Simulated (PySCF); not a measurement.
Electron correlation in Cr³⁺ (chromium, charge +3)

[Ar] 3d3, high-spin 4F determinant. All numbers are calculated (PySCF 2.14, the non-relativistic Hamiltonian (point nucleus), in aug-cc-pVDZ (7s6p4d2f, 59 functions)). Frozen: [Ar]; 3 electrons correlated.

| level | correlation energy (mhartree) |
| --- | --- |
| CCSD | -13.07 |
| (T) | -0.04 |
| CCSD(T) | -13.11 |

Diagnostics: T1 = 0.0025, D1 = 0.0035, largest double amplitude 0.020.

**Question.** Is a single reference adequate?

**Answer.** Yes: T1 lies below 0.03 and no double amplitude reaches 0.07.
